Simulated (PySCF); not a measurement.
# Vertical excitation energies

Compound: C8H10BP.
InChI=1S/C8H10BP/c9-10-6-8(10)7-4-2-1-3-5-7/h1-6,10H,9H3

Computed, not measured: TDDFT PBE0/def2-SVPD, vertical, gas phase, core orbitals frozen in the response in PySCF. One conformer (not necessarily the lowest) at the PBE0-D3(BJ)/def2-SVP geometry, without solvent, vibrations or thermal averaging. Torsions of this conformer, `[BH3-:1][P@H+:2]1[CH:3]=[C:4]1[c:5]1[cH:6][cH:7][cH:8][cH:9][cH:10]1`: C3–C4–C5–C6 176°.

**Question.** Predict the UV-vis stick spectrum at this level.

**Answer.** 

```json
{"state": "S1", "E (eV)": "4.70", "E (hartree)": "0.1726", "f": "0.324", "|μ| (D)": "4.27", "main configurations (H = HOMO, L = LUMO)": "H→L (93%)"}
{"state": "S2", "E (eV)": "4.79", "E (hartree)": "0.1759", "f": "0.0010", "|μ| (D)": "0.24", "main configurations (H = HOMO, L = LUMO)": "H-1→L (94%)"}
{"state": "S3", "E (eV)": "4.86", "E (hartree)": "0.1787", "f": "0.011", "|μ| (D)": "0.79", "main configurations (H = HOMO, L = LUMO)": "H-2→L (73%), H→L+1 (23%)"}
{"state": "S4", "E (eV)": "5.39", "E (hartree)": "0.1980", "f": "0.0036", "|μ| (D)": "0.42", "main configurations (H = HOMO, L = LUMO)": "H-3→L (95%)"}
{"state": "S5", "E (eV)": "5.53", "E (hartree)": "0.2033", "f": "0.118", "|μ| (D)": "2.37", "main configurations (H = HOMO, L = LUMO)": "H-4→L (86%)"}
{"state": "S6", "E (eV)": "5.90", "E (hartree)": "0.2167", "f": "0.099", "|μ| (D)": "2.10", "main configurations (H = HOMO, L = LUMO)": "H→L+1 (68%), H-2→L (19%)"}
{"state": "S7", "E (eV)": "6.02", "E (hartree)": "0.2214", "f": "0.016", "|μ| (D)": "0.83", "main configurations (H = HOMO, L = LUMO)": "H→L+2 (87%)"}
{"state": "S8", "E (eV)": "6.27", "E (hartree)": "0.2303", "f": "0.0011", "|μ| (D)": "0.22", "main configurations (H = HOMO, L = LUMO)": "H-1→L+1 (95%)"}
{"state": "S9", "E (eV)": "6.32", "E (hartree)": "0.2322", "f": "0.0017", "|μ| (D)": "0.26", "main configurations (H = HOMO, L = LUMO)": "H-5→L (91%)"}
{"state": "S10", "E (eV)": "6.54", "E (hartree)": "0.2404", "f": "0.236", "|μ| (D)": "3.08", "main configurations (H = HOMO, L = LUMO)": "H-2→L+1 (48%), H-6→L (35%)"}
```

Triplets (Tamm–Dancoff): T1 3.21 eV, H→L (89%); T2 4.16 eV, H-2→L (86%); T3 4.39 eV, H-2→L+1 (57%), H-4→L (18%); T4 4.55 eV, H-1→L (83%), H-5→L (8%).

The lowest singlet comes at 264 nm (453 kJ/mol) in the ultraviolet; it is strong; its leading configuration is HOMO→LUMO (93%). The lowest level is also the most intense of those listed (f = 0.324). Löwdin shares by element: HOMO carbon 51% or more (atoms not listed hold the other 49%); LUMO carbon 62% or more (atoms not listed hold the other 38%). Of the 10 states listed, 6 reach f = 0.01 and none stays under 0.0005. The listed states span 1.84 eV, and the widest gap between neighbours is 0.53 eV (S3 to S4). The oscillator strengths of these states sum to 0.812; summed over the whole spectrum of an exact calculation they would give the number of electrons, 78 (Thomas–Reiche–Kuhn). All these states lie below the vertical ionisation energy of 8.85 eV (ΔSCF). Singlets were solved by full linear response, triplets in the Tamm–Dancoff approximation.
